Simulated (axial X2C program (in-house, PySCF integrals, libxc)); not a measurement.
**What spin–orbit coupling does to InF⁻**

Computed with an axial X2C code built on PySCF integrals. Spin-free means the one-electron spin-free X2C Hamiltonian; two-component (2c) means X2C with spin–orbit coupling and atomic mean-field two-electron Coulomb and Gaunt terms, so the difference of the two also holds small scalar two-electron terms. Basis: In dyall-acv3z [12s13p10d5f1g], F dyall-av3z [7s6p3d2f] (cores contracted in-house); Gaussian nuclei, density fitting, unrestricted open shells. Masses: In 114.904 u, F 18.998 u.

Spin-free state: M_S = 1/2, Λ = 1 (beyond evenly filled blocks: π+α); fragments In + F-.

```
  level  Re (Å)  ωe (cm⁻¹)  De (eV)  μ (D)
   PBE0   2.056      434.1    2.408  -0.98
     HF   2.032      454.3    2.339  -0.65
    MP2   2.076      428.1    2.358    n/a
   CCSD   2.069      433.8    2.395    n/a
CCSD(T)   2.075      430.0    2.392    n/a
   PW91   2.081      414.5    2.393  -1.09
```

Correlated methods: 11 electrons correlated (number of frozen shells: In 4 s, 3 p, 2 d; F 1 s), 289 virtual spin orbitals or spinors in MP2, 90 natural virtuals in coupled cluster.

Dipoles are positive if F is the positive end and refer to the centre of mass.

Q: Within this multiplet, which Ω should lie lowest by the rule for regular and inverted multiplets?

A: The open π shell holds one electron, so the multiplet is regular: Ω = Λ − 1/2 = 1/2. The PBE0 2c search agrees, though Ω = 3/2 of the search lies only 0.09 eV higher.

Two-component determinant lowest at the distance of the search:

Ω = 1/2 (⟨Sz⟩ = -0.50, ⟨Lz⟩ = 1.00 at HF); fragments In + F-.

| level | Re (Å) | ωe (cm⁻¹) | De (eV) | μ (D) |
| --- | --- | --- | --- | --- |
| PBE0 | 2.060 | 429.2 | n/a | -1.06 |
| HF | 2.038 | 448.0 | 2.191 | -0.75 |
| MP2 | 2.081 | 423.4 | 2.244 | n/a |
| CCSD | 2.073 | 429.3 | 2.285 | n/a |
| CCSD(T) | 2.079 | 425.7 | 2.282 | n/a |
| PW91 | 2.086 | 409.7 | n/a | -1.17 |

Q: From the two tables, how do the constants change at the CCSD(T) level (2c against spin-free)?

A: At the CCSD(T) level Re increases by 0.004 Å and ωe drops by 4.3 cm⁻¹; De changes by -0.110 eV.

The state is one determinant whose occupation by symmetry is held fixed; it was picked as the lowest of a PBE0 search that is not exhaustive. De is counted from the lowest determinant-based energies of the atoms at the same level, without counterpoise correction. De is not given where an atomic determinant may have missed its ground term or J level, or where the truncated virtual space spoils (T). Density functionals use the spin component along the axis (collinear). Coupled cluster ran in a truncated set of natural virtual spinors; the MP2 energy of the rest was added. (T) has no such correction and the atoms are truncated less, which lowers De at CCSD(T) by a hundredth of an eV or more. The highest occupied level is positive at some bond lengths even in Hartree–Fock (under at least one Hamiltonian), so the basis set holds the extra electron there; where that holds at Re the anion is at best weakly bound and its constants depend on the basis. Other states lie close and PBE0, whose exact exchange favours high spin, may order them wrongly; the determinant shown need not be the ground state. The nearest other spin-free determinant of the search, M_S = 1/2, Λ = 0, lies 0.49 eV up at the distance of the search. Without a current term, density functionals place determinants with orbital angular momentum somewhat too high. With the outer-core shells frozen, correlated bond lengths of heavy atoms tend to come out a few hundredths of an ångström too long. Hartree–Fock gets electron affinities wrong, so its lowest charge split need not be the true one.
